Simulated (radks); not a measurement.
The numbers below are computed, except where a source is named.
Question: Ionisation of neutral platinum, [Xe] 4f14 5d9 6s1, to Pt+, [Xe] 4f14 5d9, under several functionals. Dirac Kohn-Sham, spin-unpolarised, spherical densities, finite nucleus; open shells fill j = l - 1/2 first; a radial shooting solver on a logarithmic mesh with Libxc functionals. The NIST Atomic Spectra Database gives 8.959 eV (measured). Rank these functionals by the error of their Delta-SCF ionisation energy: LDA (Slater exchange, Perdew-Wang correlation); AM05; LDA (Slater exchange, VWN5 correlation); BP86; Wu-Cohen GGA; PW91.

Answer: From best to worst: AM05 9.164 eV (+0.205); Wu-Cohen GGA 9.223 eV (+0.264); PW91 9.264 eV (+0.305); BP86 9.362 eV (+0.404); LDA (Slater exchange, VWN5 correlation) 9.527 eV (+0.568); LDA (Slater exchange, Perdew-Wang correlation) 9.527 eV (+0.568). Spin polarisation and multiplet splitting are left out, so open shells lie too high by an amount that depends on their filling.

Beside tabulated values, note that spin-unpolarised runs miss the spin-polarisation part of the exchange energy of open shells.
